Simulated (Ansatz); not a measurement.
Species: sum formula H2SiO2Cl, net charge 0, doublet state. It need not be the lowest isomer of its formula. 
Geometry from a B3LYP-D3(BJ)/def2-TZVP (Ansatz, a first-principles code) optimisation:
SMILES: O[Si](O)Cl
```xyz
6

O      0.8519    -1.5343    -0.2371
Si    -0.2274    -0.4293     0.3380
O     -1.5588    -0.5574    -0.6066
Cl     0.5147     1.5092     0.1769
H      1.7347    -1.5547     0.1443
H     -1.6462    -1.3585    -1.1346
```
Charge 0, spin multiplicity 2.

Dipole moments at this geometry, in debye (magnitudes).

```json
[
 {"level": "SVWN5/def2-TZVPD", "program": "Ansatz", "dipole (D)": "2.21"},
 {"level": "r2SCAN/def2-TZVPD", "program": "Ansatz", "dipole (D)": "2.24"},
 {"level": "B97M-V/def2-TZVPD", "program": "Ansatz", "dipole (D)": "2.21"},
 {"level": "r2SCANh/def2-TZVPD", "program": "Ansatz", "dipole (D)": "2.25"},
 {"level": "r2SCAN0/def2-TZVPD", "program": "Ansatz", "dipole (D)": "2.28"},
 {"level": "CCSD(T)/aug-cc-pV(D+d)Z", "program": "Ansatz", "dipole (D)": "2.23"}
]
```
